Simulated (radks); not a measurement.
Neutral aluminium inside a hard spherical wall (all orbitals vanish at R), configuration held at [Ne] 3s2 3p1 and not refilled when levels cross. Method: scalar-relativistic Kohn-Sham, LDA (Slater exchange, Perdew-Wang correlation), spin-unpolarised, spherical densities, point nucleus; computed with a radial shooting solver on a logarithmic mesh with Libxc functionals. Eigenvalues in eV, with the zero of energy where the potential of the charges vanishes at infinity; a dash marks a level that is unbound or too diffuse for the functional's potential to be trusted. A positive occupied level is held by the wall or, in an anion where self-interaction has pushed it up, behind a barrier. The pressure on the wall is -dE/dV.

\begin{tabular}{lrrrrrrrrr}
R (bohr) & E (hartree) & kinetic (hartree) & e(2s) & e(2p) & e(3s) & e(3p) & e(4s, empty) & e(4p, empty) & pressure (GPa) \\ \hline
free & -241.76604 & 241.942 & -107.51 & -69.723 & -7.830 & -2.784 & -0.332 & - & 0 \\
20 & -241.76604 & 241.942 & -107.51 & -69.723 & -7.830 & -2.784 & -0.305 & 0.363 & < 0.0001 \\
15 & -241.76603 & 241.942 & -107.51 & -69.721 & -7.828 & -2.782 & -0.180 & 0.762 & < 0.0001 \\
12 & -241.76590 & 241.943 & -107.49 & -69.701 & -7.813 & -2.766 & 0.150 & 1.482 & 0.00211 \\
8 & -241.76053 & 241.977 & -107.11 & -69.326 & -7.556 & -2.434 & 2.576 & 5.281 & 0.191 \\
7 & -241.75152 & 242.026 & -106.69 & -68.908 & -7.276 & -2.045 & 4.593 & 7.965 & 0.690 \\
6 & -241.72566 & 242.153 & -105.81 & -68.022 & -6.662 & -1.186 & 8.421 & 12.678 & 2.77 \\
3.5 & -241.05517 & 244.381 & -96.670 & -58.854 & 2.718 & 10.814 & 50.908 & 58.319 & 173 \\
3 & -240.39125 & 246.198 & -91.811 & -53.963 & 10.434 & 19.877 & 80.028 & 87.526 & 490 \\
2.5 & -238.93657 & 249.896 & -84.357 & -46.387 & 26.293 & 37.422 & 133.56 & 139.37 & 1620 \\
2 & -235.30256 & 258.713 & -71.371 & -32.819 & 63.671 & 75.760 & 243.82 & 242.00 & 6810 \\
\end{tabular}
